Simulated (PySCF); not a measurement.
Fill in the blanks.

Compound: C₆H₆F₃O (charge +1).
SMILES: `CCC(F)(F)O[C+]1C=C1F`

Conformer (atom-mapped SMILES and torsion angles): `[CH3:1][CH2:2][C:3]([F:4])([F:5])[O:6][c+:7]1[cH:8][c:9]1[F:10]`: C1–C2–C3–F4 179°, C2–C3–O6–C7 -179°, C3–O6–C7–C8 -1°.

```tsv
property	level	value
point group of the GFN2-xTB geometry	GFN2-xTB	C1
rotational constants A, B, C of the GFN2-xTB geometry	GFN2-xTB	?
HOMO energy	PBE0/def2-SVPD	?
LUMO energy	PBE0/def2-SVPD	-6.83 eV
lowest singlet excitation	TDDFT PBE0/def2-SVPD	?
strongest line among the 6 lowest singlet transitions	TDDFT PBE0/def2-SVPD	S5 at 7.21 eV (172 nm, f = 0.014)
lowest triplet excitation (Tamm–Dancoff)	TDA PBE0/def2-SVPD	5.73 eV
static isotropic polarisability	PBE0/def2-SVPD	68.9 au
electronic spatial extent ⟨r²⟩ about the centre of nuclear charge	PBE0/def2-SVPD	?
13C chemical shifts (computed TMS as zero) by class	GIAO PBE0/pcSseg-1	?
1H chemical shifts (computed TMS as zero) by class	GIAO PBE0/pcSseg-1	?
isotropic shieldings of nuclei other than C and H, by class	GIAO PBE0/pcSseg-1	81 (1 O), 239 (1 F), 245 (2 F) ppm
```

Gas-phase values; electronic properties from PySCF, density fitting. Geometry: GFN2-xTB, one conformer, isolated ion. NMR classes are plain means over equivalent atoms (diastereotopic ones count apart unless rotation or inversion swaps them), as if these changed places fast; in this geometry the members of some classes differ.

(1) What are the 13C chemical shifts (computed TMS as zero) by class?

(2) The 1H chemical shifts (computed TMS as zero) by class?

(3) What is the electronic spatial extent ⟨r²⟩ about the centre of nuclear charge?

(4) The rotational constants A, B, C of the GFN2-xTB geometry?

(5) What is the lowest singlet excitation?

(6) What is the HOMO energy?

Answers

(1) 163.9 (1 C), 159.6 (1 C), 143.8 (1 C), 142.5 (1 C), 32.4 (1 C), 7.9 (1 C) ppm.

(2) 7.93 (1 H), 2.92 (2 H), 1.61 (3 H) ppm.

(3) 1641 bohr².

(4) 2.712, 0.733, 0.658 GHz.

(5) 6.46 eV (192 nm, f = 0.005).

(6) -14.06 eV.

The polarisability is 10.21 Å³ as a volume (1 au = 0.148185 Å³), or 0.91 au for each of the 76 electrons. No computed singlet falls in the visible range (750 to 380 nm, 1.65 to 3.26 eV); S1 lies 3.20 eV above its blue end. With B = h/(8π²I), that is 505.379 GHz u Å² over I, the principal moments of inertia are 186.3, 689.3 and 768.6 u Å² (most abundant isotopes). The vertical singlet–triplet gap S1 − T1 is 0.73 eV (TDDFT singlet less Tamm–Dancoff triplet). The 6 singlets span 6.46 to 7.33 eV, and their oscillator strengths add up to 0.02. The rotational constants make it an asymmetric top with κ = (2B − A − C)/(A − C) = -0.93, nearer the prolate limit (−1).
